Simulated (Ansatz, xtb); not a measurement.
# C2H5ClGeSi: which of two isomers lies lower

We compare I, `C#[C][GeH2][SiH2]Cl`, a singlet, with II, `C#C[SiH2][GeH2][Cl]`, a singlet. Both are isolated molecules in the gas phase, relaxed with PBE0-D3(BJ)/def2-SVP; the shapes shown needn't be the lowest conformers.

I (Å):

```xyz
10

C    -2.7632   -2.0436   -0.8853
C    -2.0297   -1.2984   -0.2634
Cl    1.6699   -0.4797    3.3253
Ge   -0.8478   -0.2101    0.7561
Si    0.3710   -1.6539    2.2042
H    -3.4162   -2.6931   -1.4411
H    -1.6748    0.8049    1.5603
H     0.0963    0.5325   -0.2020
H     1.1739   -2.6405    1.4274
H    -0.5417   -2.3745    3.1365
```

II (Å):

| atom | x (Å) | y (Å) | z (Å) |
| --- | --- | --- | --- |
| C | -3.3470 | -0.9935 | 2.1793 |
| C | -2.2101 | -1.0311 | 1.7456 |
| Cl | 2.8016 | 0.3987 | 1.7416 |
| Ge | 0.7692 | 0.4669 | 2.5252 |
| Si | -0.4762 | -1.0296 | 1.1542 |
| H | -4.3545 | -0.9668 | 2.5558 |
| H | 0.1060 | -2.3974 | 1.2661 |
| H | -0.4163 | -0.5638 | -0.2607 |
| H | 0.3016 | 1.9285 | 2.4244 |
| H | 0.8452 | 0.0339 | 3.9990 |

Quicker runs give these differences E(II) − E(I): GFN2-xTB −4.94 kcal/mol; HF/STO-3G +0.31 kcal/mol (at GFN2-xTB geometries); r2SCAN-D4/def2-SVP −1.54 kcal/mol (at GFN2-xTB geometries).

Estimate which is lower in electronic energy at CCSD(T)/def2-SVP + ΔMP2/def2-TZVPP, and by roughly how much.

Too close to call at this level: CCSD(T)/def2-SVP + ΔMP2/def2-TZVPP gives E(II) − E(I) = +0.67 kcal/mol.

How the difference moves with the method:

```csv
level,geometry,E(II) − E(I) (kcal/mol),departure from the last row (kcal/mol),"job, with rough time for the two"
GFN2-xTB,GFN2-xTB,−4.94,−5.61,"optimisation, 0.54 s"
HF/STO-3G,GFN2-xTB,+0.31,−0.36,"single point, 2.1 s"
r2SCAN-D4/def2-SVP,GFN2-xTB,−1.54,−2.21,"single point, 7.8 s"
PBE0-D3(BJ)/def2-SVP,PBE0-D3(BJ)/def2-SVP,−0.99,−1.66,"optimisation, 2 min"
HF/def2-SVP,PBE0-D3(BJ)/def2-SVP,−1.52,−2.18,part of the CCSD(T) run
MP2/def2-SVP,PBE0-D3(BJ)/def2-SVP,+0.04,−0.63,part of the CCSD(T) run
CCSD(T)/def2-SVP,PBE0-D3(BJ)/def2-SVP,−0.30,−0.97,single point
CCSD(T)/def2-SVP + ΔMP2/def2-TZVPP,PBE0-D3(BJ)/def2-SVP,+0.67,,"single point, 95 s"
```

As drawn, II has 1 C–Si, 1 Cl–Ge in place of 1 C–Ge, 1 Cl–Si.

The largest departure from CCSD(T)/def2-SVP + ΔMP2/def2-TZVPP is that of GFN2-xTB, 5.61 kcal/mol. The last row adds to CCSD(T) the change of the MP2 difference between the two basis sets, here +0.97 kcal/mol.

With thermal terms from frequencies at re-optimised GFN2-xTB minima (ideal gas, soft modes damped towards free rotors, one conformer each, 298.15 K, 1 atm): the zero-point term adds −0.58 kcal/mol; ΔH is +0.17 and ΔG −0.16 kcal/mol.

The correlated steps freeze 21 core orbitals; the filled d shell of Ge is correlated, in a basis made for valence electrons. Codes used: Ansatz 0.2.0, xtb 6.7.1; the last row on 2 threads of Intel(R) Xeon(R) Processor @ 2.50GHz (Skylake/Cascade Lake) on a shared host.
